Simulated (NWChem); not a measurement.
System: CHBr2Cl; SMILES C(Br)(Br)Cl

NWChem input:

```
start job
memory heap 200 mb stack 900 mb global 1100 mb
geometry units angstroms noautoz
  Cl     2.084681    -0.092491     0.000000
  C      0.416975     0.502278     0.000000
  Br    -0.544414    -0.033718     1.615088
  Br    -0.544414    -0.033718    -1.615088
  H      0.437161     1.603975     0.000000
end
basis spherical
  * library 6-31g*
end
dft
  xc hfexch
  iterations 150
  mulliken
end
task dft energy
```

All runs use the structure optimised with PBE-D3(BJ)/def2-SVP.

Q: What results follow from this input? (Hartree-Fock/6-31G* (spherical d).) Quantities: basis functions; energy (Ha); highest occupied level (eV); orbital gap (eV); dipole (D).

A: The number of basis functions is 98, the energy (Ha) is -5642.10 and the highest occupied level (eV) comes out as -11.32. The orbital gap (eV) is 13.23 and the dipole (D) comes out as 1.22.
